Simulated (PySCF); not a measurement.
Species: C8H5FN (doublet state).
Cartesian coordinates in Å at the GFN2-xTB level; atoms count from 1:
```
atom  x, y, z in Å
C1     3.5702    0.4457   -0.3914
C2     2.3843    0.2728   -0.2750
C3     1.0016    0.0799   -0.1336
C4     0.3997   -1.1276   -0.5475
C5    -0.9412   -1.3231   -0.4121
C6    -1.7989   -0.3210    0.1548
N7    -3.0673   -0.5632    0.2643
C8    -1.1338    0.8959    0.5603
F9    -1.8983    1.8687    1.0963
C10    0.2074    1.0967    0.4265
H11    4.6043    0.5927   -0.4909
H12    1.0271   -1.8959   -0.9751
H13   -1.4160   -2.2396   -0.7238
H14   -3.5985    0.2008    0.6777
H15    0.6552    2.0253    0.7476
```

The hyperfine couplings belong to this conformer and change with its torsions.

The species is `C(#C)c1cc(F)c(cc1)[NH]` [radical].

Method used: PySCF 2.14.0, UKS B3LYP, pcH-1 on C F H N, non-relativistic, mean-field spin-orbit, GIAO. Geometry: GFN2-xTB, one conformer, isolated molecule. Couplings are sensitive to structure, and on GFN2-xTB geometries they can be far from those on DFT ones. The SCF solution wasn't tested for stability. ⟨S²⟩ is 0.792 where a pure state has 0.75.

The largest Mulliken spin populations are on N7 (+0.52), C3 (+0.33), C5 (+0.27) and C8 (+0.26). Five atoms exceed +0.15. The positive populations add up to 1.62 and the negative ones to -0.62, together 2S = 1.

McConnell's relation a(H) = Q·ρ ties the coupling of a proton on a planar π carbon to the spin population of that carbon. What Q do the computed values give?

```csv
H,C,ρ(C),a(H) (G),a/ρ (G)
H12,C4,-0.151,+2.79,-18.5
H13,C5,+0.266,-6.25,-23.5
H15,C10,-0.152,+2.83,-18.7
```

A least-squares line through the origin gives Q = -21.5 G with Mulliken populations. In every row coupling and population have opposite signs. Where ρ is negative the coupling is positive.

Couplings in gauss use g_iso = 2.0037.
